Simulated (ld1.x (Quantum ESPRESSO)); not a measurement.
PBE TM dataset for Ba (Z = 56), scalar-relativistic all-electron reference.

Input for ld1.x (Quantum ESPRESSO) 7.5:

```
&input
   title='Ba', zed=56., rel=1, dft='PBE', iswitch=3,
   config='[Xe] 5d0 6s1 6p0',
   nld=3, rlderiv=3.00, eminld=-5.0, emaxld=5.0, deld=0.02
 /
 &inputp
   pseudotype=2, tm=.true., lloc=-1, rcloc=2.50,
   nlcc=.false.,
   file_pseudopw='Ba.UPF', file_wfcaegen='ae.wfc', file_wfcncgen='nc.wfc', file_beta='beta', file_chi='chi'
 /
3
5S  1  0   2.00   0.00  2.30  2.30  0.0
5P  2  1   6.00   0.00  2.75  2.75  0.0
5D  3  2   0.00   0.00  2.65  2.65  0.0
 &test
   configts(1)='5s2 5p6 5d0 6s1 6p0'
 /
```

Command:

```bash
ld1.x < Ba.in > Ba.out
```

The program printed (shortened: banner, matrices, multipoles, cross overlaps and the repeated all-electron block are left out):

```
Program LD1 v.7.5
     --------------------------- All-electron run ----------------------------

     Ba
     scalar relativistic calculation

     atomic number is 56.00
     dft =PBE   lsd =0 sic =0 latt =0  beta=0.20 tr2=1.0E-14
     Exchange-correlation= PBE
                           (   1   4   3   4   0   0   0)
     mesh =1251 r(mesh) =  99.44933 a.u. xmin = -7.00 dx = 0.01250
     1 Ry =  13.60569312 eV, c = 137.03599908

     n l     nl                  e(Ry)          e(Ha)          e(eV)
     1 0     1S 1( 2.00)     -2739.0080     -1369.5040    -37266.1024
     2 0     2S 1( 2.00)      -433.2821      -216.6410     -5895.1029
     2 1     2P 1( 6.00)      -388.5592      -194.2796     -5286.6178
     3 0     3S 1( 2.00)       -91.7926       -45.8963     -1248.9025
     3 1     3P 1( 6.00)       -77.4570       -38.7285     -1053.8563
     4 0     4S 1( 2.00)       -18.3474        -9.1737      -249.6292
     4 1     4P 1( 6.00)       -13.7239        -6.8620      -186.7237
     3 2     3D 1(10.00)       -56.6430       -28.3215      -770.6667
     5 0     5S 1( 2.00)        -2.8915        -1.4457       -39.3404
     5 1     5P 1( 6.00)        -1.7905        -0.8952       -24.3603
     4 2     4D 1(10.00)        -7.0120        -3.5060       -95.4028
     5 2     5D 1( 0.00)        -0.5198        -0.2599        -7.0723
     6 0     6S 1( 1.00)        -0.5574        -0.2787        -7.5842
     6 1     6P 1( 0.00)        -0.3665        -0.1833        -4.9870

     final scf error:  3.2E-15 reached in  19 iterations

     Etot =  -16270.742401 Ry,   -8135.371201 Ha, -221374.727994 eV

     Ekin =   17177.163006 Ry,    8588.581503 Ha,  233707.208587 eV
     Encl =  -39347.737621 Ry,  -19673.868811 Ha, -535353.243158 eV
     Eh   =    6294.498015 Ry,    3147.249007 Ha,   85641.008355 eV
     Exc  =    -394.665801 Ry,    -197.332901 Ha,   -5369.701778 eV

     normalization and overlap integrals

     s(1S/1S) =  1.000000  <r> =   0.0256  <r2> =    0.0009  r(max) =   0.0164
     s(2S/2S) =  1.000000  <r> =   0.1097  <r2> =    0.0142  r(max) =   0.0930
     s(2P/2P) =  1.000000  <r> =   0.0962  <r2> =    0.0113  r(max) =   0.0742
     s(3S/3S) =  1.000000  <r> =   0.2919  <r2> =    0.0974  r(max) =   0.2657
     s(3P/3P) =  1.000000  <r> =   0.2899  <r2> =    0.0975  r(max) =   0.2591
     s(4S/4S) =  1.000000  <r> =   0.6739  <r2> =    0.5123  r(max) =   0.6217
     s(4P/4P) =  1.000000  <r> =   0.7155  <r2> =    0.5821  r(max) =   0.6535
     s(3D/3D) =  1.000000  <r> =   0.2666  <r2> =    0.0839  r(max) =   0.2148
     s(5S/5S) =  1.000000  <r> =   1.6367  <r2> =    3.0103  r(max) =   1.4728
     s(5P/5P) =  1.000000  <r> =   1.9111  <r2> =    4.1393  r(max) =   1.6689
     s(4D/4D) =  1.000000  <r> =   0.8003  <r2> =    0.7441  r(max) =   0.6957
     s(5D/5D) =  1.000000  <r> =   3.0974  <r2> =   11.3169  r(max) =   2.3980
     s(6S/6S) =  1.000000  <r> =   4.3302  <r2> =   21.0076  r(max) =   3.8561
     s(6P/6P) =  1.000000  <r> =   5.4115  <r2> =   32.7910  r(max) =   4.8290

     ------------------------ End of All-electron run ------------------------

     --------------------- Generating NC pseudopotential ---------------------

      Generating local potential from pseudized AE potential:
      Matching radius rcloc =   2.5000

      Local pseudo, rcloc= 2.521 Estimated cut-off energy=     3.80 Ry

      Wfc   5S  rcut= 2.281  Using Troullier-Martins method

      Wfc   5P  rcut= 2.717  Using Troullier-Martins method

      Wfc   5D  rcut= 2.650  Using Troullier-Martins method

     ------------------- End of pseudopotential generation -------------------

     Computing logarithmic derivative in   2.98446
     Computing logarithmic derivative in   2.98446
     Computing the partial wave expansion
     R is outside the sphere for l=    0 j= 0.00
     R is outside the sphere for l=    1 j= 0.00
     R is outside the sphere for l=    2 j= 0.00

     ---------------------- Testing the pseudopotential ----------------------

     Ba
     scalar relativistic calculation

     atomic number is 56.00   valence charge is 10.00
     dft =PBE   lsd =0 sic =0 latt =0  beta=0.20 tr2=1.0E-14
     mesh =1251 r(mesh) =  99.44933 xmin = -7.00 dx = 0.01250

     n l     nl             e AE (Ry)        e PS (Ry)    De AE-PS (Ry)
     1 0     5S   1( 2.00)       -2.89147       -2.89147        0.00000
     2 1     5P   1( 6.00)       -1.79045       -1.79045        0.00000
     3 2     5D   1( 0.00)       -0.51980       -0.51980       -0.00000
     2 0     6S   1( 1.00)       -0.55743       -0.55740       -0.00003
     3 1     6P   1( 0.00)       -0.36654       -0.36803        0.00149

     eps = 8.1E-15  iter = 22

     Etot =  -16270.742401 Ry,   -8135.371201 Ha, -221374.727994 eV
     Etotps =   -50.847022 Ry,     -25.423511 Ha,    -691.808982 eV

     Ekin =      11.573971 Ry,       5.786985 Ha,     157.471897 eV
     Encl =     -95.466480 Ry,     -47.733240 Ha,   -1298.887626 eV
     Ehrt =      35.757727 Ry,      17.878864 Ha,     486.508667 eV
     Ecxc =      -6.743821 Ry,      -3.371911 Ha,     -91.754365 eV
     Epseu=       4.031580 Ry,       2.015790 Ha,      54.852445 eV

     ---------------------- End of pseudopotential test ----------------------
```

Generation and configuration tests took about 1.7 s on one core of a shared server CPU.
